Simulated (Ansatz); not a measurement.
The cluster Se6⁺, 6 atoms. Hardware: 4 threads of Arm Neoverse V1 on a shared host.

Correlated methods freeze 54 core orbitals; core or outer-core shells of Se are correlated, in sets that lack core-valence functions.

How many basis functions does each of these Ansatz runs have, and roughly what does it cost? LDA (SPW92)/def2-SVP, charge 1 doublet, energy, from earlier orbitals; r2SCAN-D4/def2-SVP, charge 1 doublet, energy, from earlier orbitals; PBE0-D4/def2-SVP, charge 1 doublet, relaxation, 4 steps; PBE0-D4/def2-SVP, charge 1 doublet, energy, from earlier orbitals; PBE-D4/def2-SVP, charge 1 doublet, energy and forces, from earlier orbitals; MP2/def2-SVP, charge 1 doublet, energy, from earlier orbitals; RPA@PBE/def2-SVP, charge 1 doublet, energy, from earlier orbitals; BHLYP-D4/def2-SVP, charge 1 doublet, energy, from earlier orbitals; PBE-D4/def2-SVP, charge 1 doublet, energy with a search over starts.

Other jobs shared the machine, so times can vary by a factor of up to 3. A dash marks memory too small to be measured apart from the calling script's.

```
                                                                        run  functions  fitting or Cholesky vectors  wall time  peak host memory (GiB)
      LDA (SPW92)/def2-SVP, charge 1 doublet, energy, from earlier orbitals        192                         2076      3.1 s                       –
PBE-D4/def2-SVP, charge 1 doublet, energy and forces, from earlier orbitals        192                         2076        7 s                       –
        r2SCAN-D4/def2-SVP, charge 1 doublet, energy, from earlier orbitals        192                         2076       16 s                       –
          RPA@PBE/def2-SVP, charge 1 doublet, energy, from earlier orbitals        192                         1842       17 s                    0.79
          PBE0-D4/def2-SVP, charge 1 doublet, energy, from earlier orbitals        192                         1842       17 s                     1.2
        PBE-D4/def2-SVP, charge 1 doublet, energy with a search over starts        192                         2076       18 s                       –
         BHLYP-D4/def2-SVP, charge 1 doublet, energy, from earlier orbitals        192                         1842       22 s                     1.2
              MP2/def2-SVP, charge 1 doublet, energy, from earlier orbitals        192                         1842       35 s                     1.6
                    PBE0-D4/def2-SVP, charge 1 doublet, relaxation, 4 steps        192                         1971       51 s                     1.3
```
